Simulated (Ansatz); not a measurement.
AgClF3P (`F[P+](F)(F)[Ag-][Cl]`), relaxed with RKS PBE0-D4/def2-TZVP in Ansatz from a GFN2-xTB geometry. The force threshold is 0.005 eV/Å; the program also tests the step.

The species carries charge 0 and has multiplicity 1. Ag: def2 effective core potential.

Start:

```xyz
6

F    -1.795   -0.282   -1.044
P    -0.765    0.165    0.068
F    -1.653   -0.306    1.287
F    -1.247    1.670    0.113
Ag    1.647   -0.387   -0.120
Cl    3.812   -0.861   -0.304
```

| step | energy (eV) | largest force (eV/Å) | largest move (Å) |
| --- | --- | --- | --- |
| 1 | -33955.5357 | 1.848 | 0.000 |
| 2 | -33955.7799 | 1.248 | 0.134 |
| 3 | -33955.8350 | 0.247 | 0.084 |
| 4 (rejected) | -33955.8307 | 0.742 | 0.037 |
| 5 | -33955.8413 | 0.025 | 0.018 |
| 6 | -33955.8418 | 0.009 | 0.013 |
| 7 | -33955.8418 | 0.000 | 0.003 |

End:

```xyz
6

F    -1.695   -0.316   -1.065
P    -0.751    0.172    0.058
F    -1.522   -0.347    1.293
F    -1.151    1.665    0.107
Ag    1.460   -0.335   -0.112
Cl    3.660   -0.839   -0.281
```

It took 91 s on 4 threads of an AMD EPYC on a shared host, with 0.64 GiB of host memory at the peak.
